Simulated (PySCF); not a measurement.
Computed structure and properties of [HfCl3(H2O)]+

System: [HfCl3(H2O)]+ (singlet); start: template (Cs). Method: PySCF 2.14.0, RKS PBE0, Hf def2-SVP with ECP60, Cl def2-SVP, O def2-SVP, H def2-SVP; non-relativistic Hamiltonian with scalar-relativistic core potentials where named; density fitting; no spin-orbit coupling.

Input of the relaxation:

```python
mol = gto.M(atom='''
Hf    -0.08035     0.08035    -0.08035
Cl     1.28345     1.44415     1.28345
Cl    -1.44415    -1.28345     1.28345
Cl     1.28345    -1.28345    -1.44415
O     -1.33895     1.33895    -1.33895
H     -1.67965     2.22405    -1.13515
H     -1.67965     1.13515    -2.22405''',
    basis={'Hf': 'def2-SVP', 'Cl': 'def2-SVP', 'O': 'def2-SVP', 'H': 'def2-SVP'},
    ecp={'Hf': 'def2-SVP'},
    charge=1, spin=0)
mf = dft.RKS(mol, xc='PBE0')
mf.grids.atom_grid = (50, 194)
mf = mf.density_fit()  # fitting sets: Hf def2-universal-JKFIT, Cl def2-universal-JKFIT, O def2-universal-JKFIT, H def2-universal-JKFIT
mf.conv_tol = 1e-08; mf.max_cycle = 55
mf.kernel(dm0)  # dm0: converged density of the start geometry
# quasi-Newton relaxation in Cartesian coordinates to a largest gradient under 0.00045 Eh/bohr, steps kept in the point group
```

Run from Python with OMP_NUM_THREADS=2; the lines above give its settings. Where DIIS fails, smearing, a level shift and second-order steps follow.
It took 34 s on 2 threads of Arm Neoverse V1 (shared host), from the converged density of the start.

Course of the relaxation:

```tsv
step	energy above end (eV)	largest force component within the symmetry (eV/Å)
0	0.1775	1.015
1	0.0163	0.304
2	0.0035	0.076
3	0.0023	0.043
4	0.0005	0.029
5	0.0002	0.022
6	0.0000	0.015
7	0.0000	0.012
```

Relaxed geometry (Cs):

```xyz
7

Hf   -0.0545    0.0440   -0.0440
Cl    1.1967    1.4768    1.2322
Cl   -1.4330   -1.2488    1.2488
Cl    1.1967   -1.2322   -1.4768
O    -1.2988    1.3154   -1.3154
H    -1.6315    2.2047   -1.0958
H    -1.6315    1.0958   -2.2047
```

```tsv
contact	Å
Hf1–Cl2 (Cl)	2.291
Hf1–Cl3 (Cl)	2.290
Hf1–Cl4 (Cl)	2.291
Hf1–O5 (H2O)	2.187
```

On the finer grid (75, 302):

* HOMO: -13.97 eV
* LUMO: -7.15 eV
* Dipole about the centre of mass: 7.77 D
* Set of Mulliken populations of Hf1 outside the core potential: s 2.43, p 6.31, d 2.08, f 0.15
* D3(BJ) dispersion energy (not in the energies): -0.191 eV

```csv
atom,Mulliken (e),Löwdin (e),spin (e)
Hf1,1.03,-0.22,0.00
Cl2,-0.11,0.26,0.00
Cl3,-0.11,0.26,0.00
Cl4,-0.11,0.26,0.00
O5,-0.29,0.09,0.00
H6,0.29,0.18,0.00
H7,0.29,0.18,0.00
```

On the grid (50, 194), as all that follows. Harmonic modes: a minimum within the noise of the softest modes; lowest 41 cm⁻¹ (negative: unstable), highest 3808 cm⁻¹, zero-point energy 0.772 eV.

Taking off one Cl (charge -1, singlet; the rest: singlet) in vacuum, both parts rigid, costs 15.33 eV; the small basis without counterpoise inflates it. Most of it is the attraction of opposite charges; other ways to part are cheaper, and one spin state was tried for the rest.

Rigid scan of Cl along the line from its metal:

```csv
distance to Cl2 (Å),energy (eV)
1.99,1.327
2.09,0.507
2.19,0.110
2.29,0.000
2.39,0.084
2.49,0.295
2.69,0.933
2.99,2.077
3.39,3.506
3.89,4.846
```

Taking off one H2O (charge 0, singlet; the rest: singlet) in vacuum, both parts rigid, costs 2.78 eV; the small basis without counterpoise inflates it.

Rigid scan of H2O along the line from its metal:

distance to O5 (Å), energy (eV) and a bar:
```
     1.89      0.778 ############
     1.99      0.289 #####
     2.09      0.061 #
     2.19      0.000 
     2.29      0.045 #
     2.39      0.154 ##
     2.59      0.461 #######
     2.89      0.950 ###############
     3.29      1.475 #######################
     3.79      1.903 ##############################
```

One start shape was tried, so this needn't be the lowest isomer.
